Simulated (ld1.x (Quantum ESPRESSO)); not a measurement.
## Rh, PAW: configuration errors across variants

ld1.x (Quantum ESPRESSO) 7.5 input, shortened:

```
&input
   title='Rh', zed=45., rel=2, dft='WC', iswitch=3,
   config='[Kr] 4d8.5 5s0.5 5p0', rel_dist='average'
 /
 &inputp
   pseudotype=3, lpaw=.true., tm=.true., lloc=-2, rcloc=1.05,
   nlcc=.true., new_core_ps=.true., rcore=1.00,
   which_augfun='PSQ', rmatch_augfun_nc=.true.
 /
6
5S  1  0   0.50   0.00  1.90  2.45  0.0
5S  1  0   0.00   0.40  1.90  2.45  0.0
5P  2  1   0.00   0.00  1.45  1.50  0.0
5P  2  1   0.00   0.35  1.45  1.50  0.0
4D  3  2   8.50   0.00  1.25  1.35  0.0
4D  3  2   0.00   2.35  1.25  1.35  0.0
 &test
   configts(1)='4d8.5 5s0.5 5p0'
 /
```

Open shells are filled in proportion to 2j + 1 (rel_dist='average').

All-electron excitation energies from the reference (eV): (1) 4d8 5s1 5p0 0.634; (2) 4d8 5s0 5p0 8.082; (3) 4d7 5s0 5p0 27.600; (4) 4d7 5s2 5p0 3.080; (5) 4d8 5s0.5 5p0 3.556; (6) 4d6 5s0 5p0 60.104.

Tests that are not counted but printed errors over 1 eV. “base”: 4d7 5s1 5p1 (solver errors, printed error -2.5 eV). “core correction Bessel-smoothed model core inside 1.18 bohr”: 4d7 5s1 5p1 (solver errors, printed error -2.5 eV). “local potential all-electron potential smoothed inside 2.78 bohr (lloc = -2)”: 4d7 5s1 5p1 (solver errors, printed error -2.5 eV). “wave 5p channel at 0.35 Ry: rcut 1.45, rcutus 1.50 bohr becomes 5p channel at 5.85 Ry: rcut 1.45, rcutus 1.50 bohr”: 4d7 5s1 5p1 (solver errors, printed error -2.5 eV). “local potential all-electron potential smoothed inside 2.20 bohr (lloc = -1)”: 4d7 5s1 5p1 (solver errors, printed error -2.5 eV).

5 further variants failed, have other tests or another functional or relativity, and are left out.

Errors AE − PS in meV (a dash: test not solved or not reliable):

| change | (1) | (2) | (3) | (4) | (5) | (6) | bound ghosts |
| --- | --- | --- | --- | --- | --- | --- | --- |
| base | -7.2 | -4.5 | -102 | -83 | -4.8 | -475 | not determined |
| core correction Bessel-smoothed model core inside 1.18 bohr | -7.2 | -4.5 | -102 | -83 | -4.8 | -475 | not determined |
| local potential all-electron potential smoothed inside 2.78 bohr (lloc = -2) | -7.1 | -4.9 | -102 | -84 | -4.8 | -475 | not determined |
| wave 5p channel at 0.35 Ry: rcut 1.45, rcutus 1.50 bohr becomes 5p channel at 5.85 Ry: rcut 1.45, rcutus 1.50 bohr | -7.2 | -4.5 | -102 | -83 | -4.8 | -475 | not determined |
| local potential all-electron potential smoothed inside 2.20 bohr (lloc = -1) | -7.2 | -4.6 | -102 | -83 | -4.8 | -475 | not determined |
| waves 5p (bound): rcut 1.45, rcutus 2.12 bohr; 5p channel at 0.35 Ry: rcut 1.45, rcutus 2.12 bohr | -7.2 | -4.5 | -102 | -83 | -4.8 | -475 | not determined |
| waves 5s (bound): rcut 1.90, rcutus 2.62 bohr; 5s channel at 0.4 Ry: rcut 1.90, rcutus 2.62 bohr | -7.2 | -4.5 | -102 | -83 | -4.7 | -475 | not determined |

(1) Give the same row for: waves 5s (bound): rcut 1.90, rcutus 3.66 bohr; 5s channel at 0.4 Ry: rcut 1.90, rcutus 3.66 bohr.

Results:

(1) -6.4, -4.6, -102, -62, -4.5, -475; bound ghosts: not determined. Not counted: 4d7 5s1 5p1 (solver errors, printed error -2.5 eV).
